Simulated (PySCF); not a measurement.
Problem. Give a GFN2-xTB geometry of InChI=1S/C7H4FNO/c8-6-1-3-7(4-2-6)9-5-10/h1-4H.

Solution. 
Z-matrix in Å and degrees, rows numbered from 1:
```
O 
C   1  1.1567
N   2  1.1917  1  169.74
C   3  1.3722  2  146.50  1  -179.24
C   4  1.3924  3  118.06  2   178.51
C   5  1.3812  4  120.02  3  -180.00
C   6  1.3838  5  118.89  4    -0.03
F   7  1.3480  6  119.07  5  -179.92
C   7  1.3842  6  121.95  5    -0.02
C   9  1.3812  7  119.03  6     0.05
H   5  1.0782  4  119.40  3    -0.07
H   6  1.0783  5  121.25  4   179.89
H   9  1.0784  7  119.77  6  -179.97
H  10  1.0796  4  119.70  3     0.05
```

Of the pairs four or more bonds apart, C2···H14 is among the closest relative to their van der Waals radii: 2.97 Å, 103 % of the sum of Bondi's values. N3 (isocyanate nitrogen) is bent (angle 146.5°). The 10 heavy atoms lie in one plane (0.006 Å rms). The 2 C–N bonds span 1.192 Å (C2=N3, drawn double) to 1.372 Å (N3–C4, drawn single), a spread of 0.180 Å.

Structure optimised with GFN2-xTB, isolated species.

Point group: Cs (every atom within 0.08 Å of its image). GFN2-xTB frequencies: not computed here. One conformer, not necessarily the lowest (C2–N3–C4–C5 179°).
